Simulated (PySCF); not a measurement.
```xyz
4
charge 0 multiplicity 1, angstrom
As    0.0000    0.0000   -0.1746
N     0.0000    0.0000   -1.7872
F    -1.2369    0.0000    1.0038
F     1.2369    0.0000    1.0038
```

Level of theory: PBE0 in PySCF with As def2-TZVP, N def2-TZVP, F def2-TZVP; no relativity; density-fitted integrals.

This geometry of AsNF2 is a stationary point at this level.

Question: What is the point group?

Answer: C2v.

Question: Is it a minimum?

Answer: Yes: all harmonic wavenumbers are real.

Question: Which band is strongest in the infrared?

Answer: 704 cm⁻¹ (b2), 124 km/mol.

Question: What are the dipole moment and the gap between the highest occupied and lowest empty levels?

Answer: 1.48 D and 4.98 eV.

Question: Give the atomic charges and bond orders.

Answer: 
```csv
atom,Mulliken,Löwdin,polar tensor,Mayer order to As1
As1,0.95,0.64,1.37,–
N2,-0.39,-0.39,-0.27,2.62
"F3,4",-0.28,-0.12,-0.55,0.95
```

This need not be the most stable arrangement of these atoms.
